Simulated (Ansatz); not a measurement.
The same ligand exchange along the group Si, Ge, Sn.

Isolated molecules relaxed with PBE0-D4/def2-TZVP in Ansatz; ΔE leaves out vibrations. CCSD(T)/CBS is the MP2 limit (def2-TZVPP, def2-QZVPP) plus CCSD(T) − MP2 in def2-TZVPP, frozen cores. This one scheme is used for every species. Functionals use def2-TZVPP. def2 core potentials past Kr. For Br, Ge, Sn outer-core shells are correlated without core-valence functions, which leaves a few kJ/mol of doubt a bond. Scalar relativity is left out up to krypton. One conformer a species, not always the lowest.

| reaction | ωB97X-V (eV) | MP2/CBS(def2) (eV) | CCSD(T)/CBS(def2) (eV) |
| --- | --- | --- | --- |
| `N[Si]N` + HBr → `N[Si]Br` + NH₃ | -0.44 | -0.51 | -0.48 |
| `[NH2][Ge][NH2]` + HBr → `[NH2][Ge][Br]` + NH₃ | -0.86 | -0.89 | -0.87 |
| `[NH2][Sn][NH2]` + HBr → `[NH2][Sn][Br]` + NH₃ | -1.26 | -1.32 | -1.29 |

Largest T1 diagnostic: 0.016, for `[NH2][Sn][NH2]`.
